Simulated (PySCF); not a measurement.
Species: C₆H₉Cl₂NO.
SMILES: `C=C[C@@H](C(=O)NC)C(Cl)Cl`

A linear-response calculation (PySCF, def2-SVPD basis, gas phase, vertical, core orbitals frozen in the response) gave these numbers; the functional is withheld.

Orbital energies (eV): HOMO-3 -10.68, HOMO-2 -10.11, HOMO-1 -9.70, HOMO -9.49, LUMO 1.03, LUMO+1 1.97, LUMO+2 2.05.

| state | E (eV) | f | main configurations (H = HOMO, L = LUMO) |
| --- | --- | --- | --- |
| S1 | 5.74 | 0.014 | H→L (39%), H→L+2 (18%), H-2→L (11%) |
| S2 | 6.80 | 0.100 | H→L (42%), H-2→L (18%) |
| S3 | 6.96 | 0.0084 | H-3→L (37%), H-1→L (21%), H-2→L (11%) |
| S4 | 7.04 | 0.096 | H-1→L (51%), H-2→L (20%) |
| S5 | 7.16 | 0.075 | H-4→L (15%), H→L (12%), H-3→L (11%) |
| S6 | 7.28 | 0.0014 | H-1→L+1 (56%), H-1→L+3 (14%), H-1→L+2 (12%) |

Triplets, Tamm–Dancoff:

| state | E (eV) | λ (nm) | main configurations (H = HOMO, L = LUMO) |
| --- | --- | --- | --- |
| T1 | 4.40 | 282.0 | H→L (40%), H-2→L (20%) |
| T2 | 5.37 | 230.7 | H→L+2 (16%), H→L (15%), H-2→L (15%) |
| T3 | 5.39 | 229.9 | H-1→L (30%), H-1→L+2 (23%) |
| T4 | 6.37 | 194.5 | H-4→L (25%), H-3→L (13%), H-2→L (12%) |

Vertical ionisation energy by ΔSCF with the same functional: 9.56 eV. Mean static polarisability: 111.5 au.

Task: Name the functional.
A. PBE0
B. PBE
C. wB97X-D
D. HF

Result: C. wB97X-D is range-separated, 22% exact exchange at short range and 100% at long range (ω = 0.2 bohr⁻¹). In this run −ε(HOMO) = 9.49 eV differs from the ΔSCF value by -0.07 eV, and S1 differs from the orbital gap of 10.52 eV by -4.78 eV. The ratio −ε(HOMO)/IP is 0.99. Usual ranges for neutral molecules in this basis: 0.89 to 0.99 with wB97X-D, 0.5 to 0.7 with PBE, 0.7 to 0.83 with PBE0; Hartree–Fock can't fall below 1, since the ion's relaxation only lowers the ΔSCF value. The other options: PBE, a GGA without exact exchange; HF, time-dependent Hartree–Fock, 100% exact exchange; PBE0, a global hybrid with 25% exact exchange.

Method: TDDFT wB97X-D/def2-SVPD, vertical, gas phase, core orbitals frozen in the response in PySCF 2.14.0, density-fitted response routines. The structure is a single PBE0-D3(BJ)/def2-SVP conformer in the gas phase; no vibrational or solvent corrections.

Conformer computed: `[CH2:1]=[CH:2][C@@H:3]([C:4](=[O:5])[NH:6][CH3:7])[CH:8]([Cl:9])[Cl:10]`: C1–C2–C3–C4 126°, C2–C3–C4–O5 63°, C3–C4–N6–C7 180°, C2–C3–C8–Cl9 178°.
